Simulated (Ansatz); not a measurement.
The same path of CH6Sn + H2 (10 atoms, charge 0, multiplicity 1) was run twice with different band settings. Lost on the way: Sn1–C2, H9–H10. Made: Sn1–H9, C2–H10.

The calculation used RKS B3LYP/def2-mTZVP (Ansatz 0.2.0).

Relaxed end points:

```xyz
10
Properties=species:S:1:pos:R:3
Sn -0.557 -0.708 0.023
C -0.459 -0.613 2.184
H -1.463 -0.635 2.608
H 0.103 -1.461 2.574
H 0.033 0.306 2.499
H 1.022 -0.614 -0.650
H -1.493 0.598 -0.589
H -1.281 -2.185 -0.477
H 3.018 3.909 1.435
H 2.988 4.279 2.079
```

```xyz
10
Properties=species:S:1:pos:R:3
Sn 0.438 0.163 -1.233
C -0.055 0.411 3.571
H -1.038 0.514 3.112
H 0.342 -0.582 3.361
H -0.141 0.548 4.648
H 0.593 -0.016 -2.931
H -1.105 0.814 -0.873
H 0.602 -1.363 -0.471
H 1.657 1.224 -0.662
H 0.617 1.165 3.162
```

Common settings: spring 5.0 eV/Å²; optimiser quadratic models (default); start path through a guess of the saddle point; force threshold 0.05 eV/Å; end points relaxed.

| run | movable images | climbing image | iteration limit |
| --- | --- | --- | --- |
| 1 | 7 | yes | 32 |
| 2 | 8 | no | 22 |

(1) What does each run give, and how far can it be trusted?

## Answers

(1) Run 1: converged after 22 iterations, highest image 3.203 eV above the first end. Neighbouring images differ by up to 3.2 eV, so the band resolves the path poorly. A vibrational analysis at the climbing image gives one clearly imaginary mode, 2103i cm⁻¹: a first-order saddle point.
Run 2: converged after 18 iterations, highest image 1.764 eV above the first end. Neighbouring images differ by up to 1.5 eV, so the band resolves the path poorly. No image climbed, so the highest image needn't sit at the top of the path.
The orbitals stay closed-shell, which can raise the energy where a bond breaks towards radicals; this wasn't checked here.
